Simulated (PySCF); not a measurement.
Vertical excitation energies

Species: CH₉BrSi₄.
Geometry (PBE0-D3(BJ)/def2-SVP, Å), atoms numbered from 1 in this order:
```xyz
15
CH9BrSi4 angstrom
C      2.0346   -0.9836   -0.0797
Si     1.0049    0.5678   -0.3668
Si    -0.9666    0.1693   -1.6235
Si    -2.0415   -0.1951    0.4402
Br    -1.5016   -2.3107    1.0216
Si    -0.3901    1.1337    1.4685
H      2.5138   -1.3046   -1.0172
H      1.3967   -1.8012    0.2859
H      2.8215   -0.7919    0.6656
H      1.8496    1.6942   -0.8755
H     -1.4554    1.4454   -2.2398
H     -1.0102   -0.9322   -2.6328
H     -3.5096   -0.0362    0.6610
H      0.0122    0.7648    2.8599
H     -0.7651    2.5837    1.4119
```

The calculation used TDDFT B3LYP/def2-SVPD, vertical, gas phase, core orbitals frozen in the response in PySCF. Relativistic effects, spin–orbit coupling among them, are left out although an element past zinc is present.

```csv
state,E (eV),λ (nm),ν̃ (cm⁻¹),f,|μ| (D),"main configurations (H = HOMO, L = LUMO)"
S1,4.39,282.3,35420,0.0013,0.28,H→L (99%)
S2,5.08,244.0,40990,0.0024,0.36,"H-1→L (68%), H-2→L (30%)"
S3,5.09,243.8,41020,0.0034,0.42,"H-2→L (68%), H-1→L (30%)"
S4,5.55,223.2,44800,0.064,1.74,"H→L+1 (85%), H-1→L+1 (9%)"
S5,5.72,216.8,46130,0.061,1.68,"H→L+2 (79%), H-3→L (14%)"
S6,5.78,214.5,46620,0.0002,0.11,"H→L+3 (80%), H-1→L+1 (12%)"
S7,5.84,212.4,47070,0.033,1.22,"H-1→L+1 (68%), H→L+3 (10%), H→L+1 (9%)"
S8,5.91,209.8,47660,0.040,1.34,"H-3→L (80%), H→L+2 (10%)"
S9,5.99,206.9,48330,0.0026,0.34,H-2→L+2 (91%)
S10,6.12,202.5,49380,0.050,1.47,H-2→L+1 (85%)
```

Triplets, Tamm–Dancoff:

```json
{"state": "T1", "E (eV)": "4.09", "λ (nm)": "302.9", "main configurations (H = HOMO, L = LUMO)": "H→L (96%)"}
{"state": "T2", "E (eV)": "4.66", "λ (nm)": "266.3", "main configurations (H = HOMO, L = LUMO)": "H-1→L (90%)"}
{"state": "T3", "E (eV)": "4.66", "λ (nm)": "266.1", "main configurations (H = HOMO, L = LUMO)": "H-2→L (95%)"}
{"state": "T4", "E (eV)": "4.96", "λ (nm)": "249.7", "main configurations (H = HOMO, L = LUMO)": "H→L+1 (93%)"}
```

The lowest singlet lies at 4.39 eV (282 nm, ultraviolet) and is very weak; its leading configuration is HOMO→LUMO (99%). The strongest level in the table is S4 at 5.55 eV (223 nm, f = 0.064). S2/S3 lie within about 0.01 eV of each other. Löwdin shares by element: HOMO silicon 57% or more, bromine 22% (atoms not listed hold the other 21%); LUMO silicon 52% or more, bromine 18% (atoms not listed hold the other 30%). The listed states span 1.73 eV, and the widest gap between neighbours is 0.69 eV (S1 to S2). Orbital energies (eV): HOMO-3 -8.35, HOMO-2 -7.53, HOMO-1 -7.51, HOMO -6.97, LUMO -1.54, LUMO+1 -0.71, LUMO+2 -0.53. Of the 10 states listed, 5 reach f = 0.01 and 1 stays under 0.0005. The vertical ionisation energy (ΔSCF) is 8.72 eV, 2.60 eV above S10. Only the lowest 10 singlets were computed, as vertical energies without vibronic structure.

One conformer stands for the species.
